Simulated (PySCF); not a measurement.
Compound: C5H12Ge.
SMILES with atom numbers: `[CH3:1][GeH2:2][CH:3]1[CH2:4][CH2:5][CH2:6]1` (hydrogens: H7, H8, H9 on C1; H10, H11 on Ge2; H12 on C3; H13, H14 on C4; H15, H16 on C5; H17, H18 on C6)

Geometry (GFN2-xTB, Å), atoms numbered from 1 in this order:
```
atom  x, y, z in Å
C1     2.827   -0.123   -0.173
Ge2    1.184    0.851    0.312
C3    -0.402    0.153   -0.653
C4    -1.737    0.780   -0.219
C5    -2.049   -0.489    0.581
C6    -0.899   -1.207   -0.133
H7     3.682    0.247    0.386
H8     3.039   -0.010   -1.233
H9     2.718   -1.184    0.037
H10    0.950    0.745    1.797
H11    1.348    2.325    0.032
H12   -0.219    0.183   -1.729
H13   -2.424    0.936   -1.051
H14   -1.670    1.702    0.359
H15   -1.862   -0.363    1.646
H16   -3.042   -0.914    0.442
H17   -1.239   -1.869   -0.928
H18   -0.214   -1.759    0.512
```

Vertical excitations from PySCF (density fitting, frozen core in the response, grid level 2 and gas phase unless stated; continuum runs use non-equilibrium linear response for the excitations) on a GFN2-xTB geometry. Reference run:

```csv
settings,"S1, eV (f)","S2, eV (f)","S3, eV (f)","S4, eV (f)","S5, eV (f)","S6, eV (f)","T1, eV (Tamm–Dancoff)",mean α (au)
"PBE0/def2-SVPD, full TDDFT, 6 singlets",7.12 (0.005),7.30 (0.002),7.75 (0.006),7.89 (0.005),7.96 (0.024),7.97 (0.145),6.96,88.1
```

**Question.** What do these settings give: (1) B97-D/pcSseg-0, level shift 0.1 Eh, TDA, 1 singlet; (2) LC-wPBE/STO-3G, full TDDFT, 25 singlets?

**Answer.** 
| settings | S1, eV (f) | S2, eV (f) | S3, eV (f) | S4, eV (f) | S5, eV (f) | S6, eV (f) | T1, eV (Tamm–Dancoff) | mean α (au) |
| --- | --- | --- | --- | --- | --- | --- | --- | --- |
| B97-D/pcSseg-0, level shift 0.1 Eh, TDA, 1 singlet | 7.78 (0.006) | – | – | – | – | – | – | 72.8 |
| LC-wPBE/STO-3G, full TDDFT, 25 singlets | 9.27 (0.000) | 9.29 (0.005) | 9.34 (0.004) | 9.39 (0.003) | 9.55 (0.003) | 10.04 (0.002) | – | 37.5 |

(1) S1 moves by +0.66 eV; functional, basis and response scheme change together, so the shift can't be laid on one. (2) S1 moves by +2.15 eV; functional and basis change together, so the shift can't be laid on one. States are counted by energy in each run and needn't keep their character from row to row.

**Question.** Give the leading configurations of S1 (H = HOMO, L = LUMO) and the HOMO–LUMO gap of each run.

**Answer.** 
| settings | S1 configurations (weight) | S1 (eV) | orbital gap (eV) | S1 − gap (eV) |
| --- | --- | --- | --- | --- |
| PBE0/def2-SVPD, full TDDFT, 6 singlets | H→L 0.92 | 7.12 | 8.19 | -1.07 |
| B97-D/pcSseg-0, level shift 0.1 Eh, TDA, 1 singlet | H→L+1 0.75, H→L 0.21 | 7.78 | 7.58 | +0.20 |
| LC-wPBE/STO-3G, full TDDFT, 25 singlets | H−3→L 0.94 | 9.27 | 17.18 | -7.91 |

 Relativistic effects, spin–orbit coupling among them, are left out although an element past zinc is present.

One conformer stands for the species.

Note: B97-D ran without an empirical dispersion term, which enters the total energy and its gradient alone.
